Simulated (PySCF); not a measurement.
**CdCl: one state, many levels of theory**

State: ²Σ⁺ (doublet), unpaired electrons σ ↑. Set-up: Cd x2c-TZVPPall, Cl x2c-TZVPPall; spin-free X2C with a Gaussian nucleus (PySCF 2.14). De refers to Cd + Cl in their high-spin ground configurations, without counterpoise correction. The functionals are run spin-unrestricted. A positive dipole means Cd(−)Cl(+).

```json
{"Level": "UHF", "Re (Å)": "2.381", "ωe (cm⁻¹)": "325", "De (eV)": "1.67", "μ (D)": "-4.02", "CPU s a point (SCF and correlation, without the integrals)": "2.4"}
{"Level": "UHF-MP2", "Re (Å)": "2.324", "ωe (cm⁻¹)": "338", "De (eV)": "1.84", "μ (D)": "n/a", "CPU s a point (SCF and correlation, without the integrals)": "4.2"}
{"Level": "UHF-SCS-MP2", "Re (Å)": "2.342", "ωe (cm⁻¹)": "331", "De (eV)": "1.69", "μ (D)": "n/a", "CPU s a point (SCF and correlation, without the integrals)": "n/a"}
{"Level": "PBE", "Re (Å)": "2.381", "ωe (cm⁻¹)": "294", "De (eV)": "1.97", "μ (D)": "-3.15", "CPU s a point (SCF and correlation, without the integrals)": "1.6"}
{"Level": "revPBE", "Re (Å)": "2.399", "ωe (cm⁻¹)": "285", "De (eV)": "1.83", "μ (D)": "-3.26", "CPU s a point (SCF and correlation, without the integrals)": "1"}
{"Level": "r²SCAN", "Re (Å)": "2.356", "ωe (cm⁻¹)": "316", "De (eV)": "2.16", "μ (D)": "-3.32", "CPU s a point (SCF and correlation, without the integrals)": "1.9"}
{"Level": "r²SCANh", "Re (Å)": "2.351", "ωe (cm⁻¹)": "321", "De (eV)": "2.14", "μ (D)": "-3.40", "CPU s a point (SCF and correlation, without the integrals)": "3.2"}
{"Level": "PBE0", "Re (Å)": "2.357", "ωe (cm⁻¹)": "315", "De (eV)": "2.02", "μ (D)": "-3.43", "CPU s a point (SCF and correlation, without the integrals)": "4.1"}
{"Level": "M06", "Re (Å)": "2.376", "ωe (cm⁻¹)": "306", "De (eV)": "1.69", "μ (D)": "-3.59", "CPU s a point (SCF and correlation, without the integrals)": "3.3"}
{"Level": "BHandHLYP", "Re (Å)": "2.368", "ωe (cm⁻¹)": "317", "De (eV)": "1.79", "μ (D)": "-3.74", "CPU s a point (SCF and correlation, without the integrals)": "2.4"}
{"Level": "ωB97X", "Re (Å)": "2.354", "ωe (cm⁻¹)": "322", "De (eV)": "1.86", "μ (D)": "-3.60", "CPU s a point (SCF and correlation, without the integrals)": "6.9"}
```

Q: What does a quarter of exact exchange do here, going from PBE to PBE0?

A: PBE0 less PBE: -2.4 pm in Re, +7.1 % in ωe, +0.05 eV in De. Exact exchange removes part of the self-interaction that spreads semilocal densities, and in most molecules shortens and stiffens the bond and lowers De; here De goes the other way.

Q: What does the step from GGA to meta-GGA do here, going from PBE to r²SCAN?

A: r²SCAN less PBE: -2.5 pm in Re, +7.5 % in ωe, +0.19 eV in De. 

Q: What does second-order correlation do here, going from UHF to UHF-MP2?

A: UHF-MP2 less UHF: -5.7 pm in Re, +4.0 % in ωe, +0.17 eV in De. Correlation nearly always deepens the well. The bond shortens, as in weak, metallic or heavy-atom bonds, where dispersion and the correlation of outer-core electrons pull the atoms together.

Correlated steps freeze 19 core orbitals. Spin–orbit coupling is left out. The state was picked by a PBE0 search and need not be the measured ground state.

The whole job (state search and all levels along the bond) took about 3.8 min on 2 threads of Intel Xeon 6975P-C (shared host), peak memory 6.1 GiB.
